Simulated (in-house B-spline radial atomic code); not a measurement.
Checks on a self-consistent run for the gold ion Au⁸⁺, 1s1 2s2 (2p1/2)2 (2p3/2)3 3s2 3p6 3d10 4s2 4p6 4d10 4f14 5s2 5p6 5d5. Computed with a radial B-spline atomic code at the basis-set limit: Dirac-Hartree-Fock, average of the jj configuration, Fermi nucleus of rms radius 5.4371 fm.

```csv
orbital,q,ε (Eh),<1/r>,<r²>,small-component weight
1s1/2,1,-3053.11771,95.9873,0.000391897,0.090466
2s1/2,2,-556.67637,23.9988,0.00578046,0.021342
2p1/2,2,-539.28337,23.9139,0.00404885,0.021326
2p3/2,3,-468.05048,19.3892,0.00526151,0.018877
3s1/2,2,-139.65691,8.87447,0.0369633,0.0072369
3p1/2,2,-130.45252,8.79255,0.0333689,0.0071774
3p3/2,4,-114.10571,7.66191,0.0394985,0.0065719
3d3/2,4,-97.84305,7.5367,0.0299865,0.0064073
3d5/2,6,-94.13044,7.25527,0.0317395,0.0062017
4s1/2,2,-36.09563,3.75197,0.17748,0.0024517
4p1/2,2,-31.84972,3.65391,0.178946,0.0023659
4p3/2,4,-27.82530,3.27119,0.208252,0.002135
4d3/2,4,-20.50103,3.07675,0.21585,0.0019344
4d5/2,6,-19.68883,2.97946,0.226701,0.0018609
4f5/2,6,-9.90062,2.64828,0.249549,0.0015151
4f7/2,8,-9.72184,2.61088,0.25616,0.0014849
5s1/2,2,-9.87113,1.55119,0.865078,0.00064218
5p1/2,2,-8.24842,1.45598,0.962419,0.00057999
5p3/2,4,-7.45569,1.32668,1.11273,0.00051409
5d3/2,2,-5.11085,1.1253,1.50195,0.00038665
5d5/2,3,-4.99590,1.0944,1.57309,0.00037011
```

Electron-electron repulsion V_ee = 6306.1277 hartree.

(1) What total energy follows from the eigenvalues?

(2) Does the Dirac virial theorem hold?

(3) What diamagnetic shielding (Lamb formula) and susceptibility (Langevin formula) do the radii give?

## Answers

(1) The eigenvalues count the repulsion twice, so E = Σqε - V_ee = -9277.764 - 6306.128 = -15583.892 hartree; the run printed -15583.892.

(2) For a point nucleus E = -2c²Σq·w, with w the small-component weight. Here Σq·w = 0.41482 and c = 137.0360, so the ratio E/(-2c²Σq·w) is 1.000266; the finite nucleus accounts for the departure from 1.

(3) σ = (α²/3)Σq<1/r> = 501.352/(3·137.036²) = 8899.2 ppm, and χ = -0.79199×10⁻⁶·Σq<r²> = -18.84×10⁻⁶ cm³/mol with Σq<r²> = 23.79 bohr². Both are non-relativistic formulas without the paramagnetism of open shells; for so heavy an element the full relativistic shielding is larger by tens of per cent.
